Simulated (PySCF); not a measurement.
Structure problem from calculated spectra and properties.

Elements present: C, F, H and N. Monoisotopic mass: 129.0390 u.

| Item | Value |
| --- | --- |
| Polarisability | 74.6 au [PBE0/def2-SVPD] |
| Dipole | 3.20 D [PBE0/def2-SVPD] |
| 13C NMR | chemical shifts (computed TMS as zero) by class: 161.5 (1 C), 154.5 (1 C), 143.3 (1 C), 130.5 (1 C), 128.1 (1 C), 124.0 (1 C) ppm [GIAO PBE0/pcSseg-1] |
| Triplet | lowest triplet excitation (Tamm–Dancoff): 4.19 eV [TDA PBE0/def2-SVPD] |
| Rotational structure | rotational constants A, B, C: 3.749, 1.109, 1.007 GHz [GFN2-xTB] |
| UV, first state | lowest singlet excitation: 4.96 eV (250 nm, f = 0.003) [TDDFT PBE0/def2-SVPD] |

Electronic properties: PySCF, gas phase, density fitting. Levels stand in brackets. The structure is a single GFN2-xTB conformer in the gas phase; no vibrational or solvent corrections. NMR classes are plain means over equivalent atoms (diastereotopic ones count apart unless rotation or inversion swaps them), as if these changed places fast.

Task: Which formula fits the mass and the elements?

Result: C6H5F2N (calculated 129.0390). No other formula that holds each of these elements comes within 0.0003 u with a fitting electron parity and a possible valence count.

Task: Give a SMILES that accounts for the data.

Result: Numbering: `[F:1][CH:2]([F:3])[c:4]1[cH:5][cH:6][cH:7][cH:8][n:9]1`. Its formula, C6H5F2N, gives 4 degrees of unsaturation: 1 ring and 3 π bonds in the structure found (Kekulé form). 6 carbons fall into 6 classes; from least to most shielded: substituted aromatic carbon [C4] (161.5 ppm), aromatic CH next to a ring nitrogen [C8] (154.5 ppm), aromatic CH carbon [C6] (143.3 ppm), aromatic CH carbon [C7] (130.5 ppm), aromatic CH carbon [C5] (128.1 ppm), CHF2 carbon [C2] (124.0 ppm). S1 is mainly HOMO→LUMO (weight 0.99); the largest Löwdin shares of the orbital it empties are 0.57 on the pyridine-type nitrogen, 0.11 on the aromatic CH next to a ring nitrogen, 0.10 on the substituted aromatic carbon and 0.05 on an aromatic CH carbon, of the orbital it fills 0.21 on the pyridine-type nitrogen, 0.20 on an aromatic CH carbon, 0.18 on the substituted aromatic carbon and 0.17 on an aromatic CH carbon. The optimised geometry has point group Cs and is an asymmetric top. Structure: `FC(F)c1ccccn1`. Computed isomers that give other values at the same levels: `C=CC/C(F)=C(/F)C#N` (13C chemical shifts (computed TMS as zero) by class: 174.6 (1 C), 139.6 (1 C), 131.2 (1 C), 128.4 (1 C), 117.3 (1 C), 40.2 (1 C) ppm); `C[C@@](F)(C#CC#N)CF` (static isotropic polarisability: 80.6 au). The assignments are read from this structure; whether some other isomer fits the data as well wasn't checked.

The values belong to the conformer `[F:1][CH:2]([F:3])[c:4]1[cH:5][cH:6][cH:7][cH:8][n:9]1`: F1–C2–C4–C5 59°.
